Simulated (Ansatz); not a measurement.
Consider the ligand exchange at the Si–N bond: `N=C=N[SiH2][GaH2]` + `[CH3][AlH][OH]` → `[CH3][AlH][O][SiH2][GaH2]` + `N=C=N`.

Isolated molecules relaxed with PBE0-D4/def2-TZVP in Ansatz; ΔE leaves out vibrations. CCSD(T)/CBS is the MP2 limit (def2-TZVPP, def2-QZVPP) plus CCSD(T) − MP2 in def2-TZVPP, frozen cores. This one scheme is used for every species. DFT in def2-TZVPP. For Ga outer-core shells are correlated without core-valence functions, which leaves a few kJ/mol of doubt a bond. Scalar relativity is left out up to krypton. Each species was taken in one conformer, which may not be the lowest.

`N=C=N[SiH2][GaH2]`:

```xyz
10

N     2.748   -0.708    0.892
C     1.750   -0.011    0.863
N     0.854    0.789    0.782
Si   -0.614    1.145   -0.056
Ga   -1.667   -0.792   -1.054
H     2.817   -1.515    1.491
H    -1.533    1.780    0.929
H    -0.301    2.178   -1.084
H    -2.954   -0.627   -1.944
H    -1.100   -2.240   -0.819
```

`[CH3][AlH][OH]`:

Z-matrix (Å, degrees):
```
C
Al 1 1.941
H 1 1.092 2 111.9
H 1 1.095 2 111.0 3 120.7
H 1 1.095 2 111.2 3 -121.1
O 2 1.701 1 117.6 3 -3.3
H 2 1.589 1 124.2 3 176.8
H 6 0.956 2 122.5 1 -179.8
```

`[CH3][AlH][O][SiH2][GaH2]`:

```xyz
13

C    -1.840   -2.202    0.017
Al   -0.486   -1.290    1.067
O     0.616   -0.292    0.270
Si    1.680    0.761   -0.370
Ga    0.769    2.994   -0.535
H    -2.458   -1.484   -0.532
H    -2.504   -2.814    0.633
H    -1.381   -2.855   -0.733
H    -0.331   -1.408    2.639
H     2.928    0.790    0.452
H     2.095    0.289   -1.727
H     1.606    4.186   -1.140
H    -0.693    3.325   -0.041
```

`N=C=N`:

Z-matrix (Å, degrees):
```
N
C 1 1.217
H 1 1.010 2 119.5
N 2 1.217 1 171.2 3 -135.2
H 4 1.010 2 119.5 1 -135.2
```

Is it downhill or uphill in electronic energy at CCSD(T)/CBS, and by how much? (An estimate is asked.)

The calculation gave: Downhill: ΔE = -0.29 eV.

What do these levels give: PBE-D4, revPBE-D4, BLYP-D4, B97M-V, PBE0-D4, r2SCANh-D4, r2SCAN0-D4, CAM-B3LYP-D4, B2PLYP, r2SCANh, CAM-B3LYP, MP2/def2-TZVPP? (An estimate is asked.)

Ansatz gave: PBE-D4 -0.24, revPBE-D4 -0.23, BLYP-D4 -0.29, B97M-V -0.33, PBE0-D4 -0.26, r2SCANh-D4 -0.29, r2SCAN0-D4 -0.29, CAM-B3LYP-D4 -0.32, B2PLYP -0.28, r2SCANh -0.29, CAM-B3LYP -0.31, MP2/def2-TZVPP -0.23 eV.

Largest T1 diagnostic among the species: 0.017.

Leaving LDA and LC-ωPBE aside and taking each functional with its dispersion term where it has one, the values, not all of them listed here, spread over 0.11 eV, from BHLYP-D4 to revPBE-D4. In def2-TZVPP, CCSD(T) changes the Hartree–Fock value by +0.08 eV (the triples alone add +0.02 eV) and MP2 by +0.15 eV.
